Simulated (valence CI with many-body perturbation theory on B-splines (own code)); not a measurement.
**From CI to CI+MBPT in Bi⁷⁵⁺**

Computed by relativistic CI+MBPT: six valence electrons over a frozen Dirac-Fock core [He], radial functions for each j: 9 s, 9 p, 8 d, 6 f, 3 g, 1 h, with the one-electron correlation potential Σ1 (screened to all orders), the two-electron term Σ2, the three-electron term Σ3, Breit, model QED; selected single and double excitations, second order for the rest, scaled by the run's own slope (own B-spline code, finite nucleus).

No measured spectrum was set against this ion. As an estimate, large intervals hold to a few tenths of a per cent, small ones and those within an open d or f shell to about a per cent. Among the levels kept, up to 1900 cm⁻¹ of a level comes from second order outside the variational space, and about a tenth of that is noise between levels of different J, which matters for small intervals.

Each rung adds one term. CI alone is the Dirac-Coulomb CI over the frozen core; QED comes last and gives the full result, which names the levels. Energies are above (2s^2 2p1/2^2 2p3/2^2) J=2 on the same rung, in Ry.

Levels are named by their leading jj configuration (3d3/2^4 stands for four electrons in 3d with j = 3/2), which in mixed levels can hold well under half, so a name can repeat and another be missing. Letters in brackets count levels of one name in rising energy.

| Level | CI alone | Σ1 | Σ2 | Σ3 | Breit | QED | Full |
| --- | --- | --- | --- | --- | --- | --- | --- |
| (2s^2 2p1/2^2 2p3/2^2) J=0 | 4.42 | 0.000 | +0.020 | -0.004 | +0.903 | -0.002 | 5.34 |
| (2s^2 2p1/2 2p3/2^3) J=1 | 177.65 | +0.023 | +0.010 | -0.008 | -1.752 | +0.173 | 176.10 |
| (2s^2 2p1/2 2p3/2^3) J=2 | 179.85 | +0.023 | +0.010 | -0.010 | -2.589 | +0.173 | 177.45 |
| (2s 2p1/2^2 2p3/2^3) J=2 | 214.37 | -0.008 | -0.033 | -0.022 | -0.428 | -1.812 | 212.07 |
| (2s 2p1/2^2 2p3/2^3) J=1 | 221.38 | -0.008 | -0.040 | -0.034 | -0.096 | -1.820 | 219.39 |
| (2s^2 2p3/2^4) J=0 | 359.47 | +0.045 | +0.032 | -0.018 | -3.722 | +0.329 | 356.14 |
| (2s 2p1/2 2p3/2^4) J=0 | 393.06 | +0.014 | 0.000 | -0.027 | -2.117 | -1.648 | 389.29 |
| (2s 2p1/2 2p3/2^4) J=1 | 396.63 | +0.014 | -0.024 | -0.033 | -2.627 | -1.647 | 392.31 |
| (2p1/2^2 2p3/2^4) J=0 | 438.68 | -0.016 | -0.060 | -0.052 | -0.320 | -3.620 | 434.61 |
| (2s^2 2p1/2^2 2p3/2 3s) J=2 | 800.96 | +0.019 | +0.017 | -0.018 | -1.045 | +0.302 | 800.23 |
| (2s^2 2p1/2^2 2p3/2 3s) J=1 | 801.68 | +0.019 | +0.018 | -0.018 | -0.993 | +0.301 | 801.01 |
| (2s^2 2p1/2^2 2p3/2 3p1/2) J=1 | 811.66 | +0.012 | +0.011 | -0.018 | -0.310 | -0.273 | 811.08 |
| (2s^2 2p1/2^2 2p3/2 3p1/2) J=2 | 811.96 | +0.012 | +0.007 | -0.018 | -0.547 | -0.273 | 811.14 |
| (2s^2 2p1/2^2 2p3/2 3p3/2) J=3 | 863.06 | +0.017 | +0.006 | -0.018 | -1.236 | -0.217 | 861.61 |
| (2s^2 2p1/2^2 2p3/2 3p3/2) J=1 | 863.04 | +0.017 | +0.010 | -0.018 | -1.158 | -0.218 | 861.68 |
| (2s^2 2p1/2^2 2p3/2 3p3/2) J=2 | 865.48 | +0.017 | +0.006 | -0.018 | -1.104 | -0.218 | 864.16 |
| (2s^2 2p1/2^2 2p3/2 3p3/2) J=0 | 867.41 | +0.017 | +0.022 | -0.018 | -0.757 | -0.218 | 866.46 |
| (2s^2 2p1/2^2 2p3/2 3d3/2) J=2 | 873.25 | +0.020 | +0.017 | -0.017 | -1.112 | -0.308 | 871.85 |
| (2s^2 2p1/2^2 2p3/2 3d3/2) J=3 | 874.15 | +0.020 | +0.023 | -0.018 | -1.359 | -0.307 | 872.51 |
| (2s^2 2p1/2^2 2p3/2 3d3/2) J=1 | 874.24 | +0.020 | +0.019 | -0.018 | -1.097 | -0.308 | 872.86 |
| (2s^2 2p1/2^2 2p3/2 3d3/2) J=0 | 874.22 | +0.020 | +0.030 | -0.017 | -0.651 | -0.307 | 873.30 |
| (2s^2 2p1/2^2 2p3/2 3d5/2) J=4 | 885.99 | +0.020 | +0.027 | -0.018 | -1.584 | -0.279 | 884.15 |
| (2s^2 2p1/2^2 2p3/2 3d5/2) J=2 | 886.88 | +0.020 | +0.018 | -0.017 | -1.465 | -0.279 | 885.16 |
| (2s^2 2p1/2^2 2p3/2 3d5/2) J=3 | 888.33 | +0.020 | +0.014 | -0.017 | -1.633 | -0.279 | 886.44 |
| (2s^2 2p1/2^2 2p3/2 3d5/2) J=1 | 889.17 | +0.020 | +0.019 | -0.017 | -1.308 | -0.278 | 887.60 |
| (2s^2 2p1/2 2p3/2^2 3s) J=2 [a] | 977.93 | +0.041 | +0.017 | -0.022 | -3.265 | +0.475 | 975.17 |
| (2s^2 2p1/2 2p3/2^2 3s) J=1 [a] | 978.98 | +0.041 | +0.015 | -0.022 | -3.269 | +0.477 | 976.22 |
| (2s^2 2p1/2 2p3/2^2 3s) J=3 | 980.83 | +0.041 | +0.021 | -0.025 | -4.392 | +0.477 | 976.95 |
| (2s^2 2p1/2 2p3/2^2 3s) J=2 [b] | 981.47 | +0.041 | +0.019 | -0.025 | -4.242 | +0.475 | 977.74 |
| (2s^2 2p1/2 2p3/2^2 3s) J=0 | 984.15 | +0.041 | +0.041 | -0.027 | -2.869 | +0.469 | 981.81 |
| (2s^2 2p1/2 2p3/2^2 3s) J=1 [b] | 984.56 | +0.041 | +0.021 | -0.027 | -3.005 | +0.474 | 982.06 |

The middle columns are the shifts that each term adds.

How does the ionisation energy move along the ladder, and which term matters most?

CI alone 20947, + Σ1 20948, + Σ2 20948, + Σ3 20948, + Breit 20926, + QED 20921 eV. The largest step is Breit, -22 eV. NIST lists 20920 ± 100 eV (theoretical).
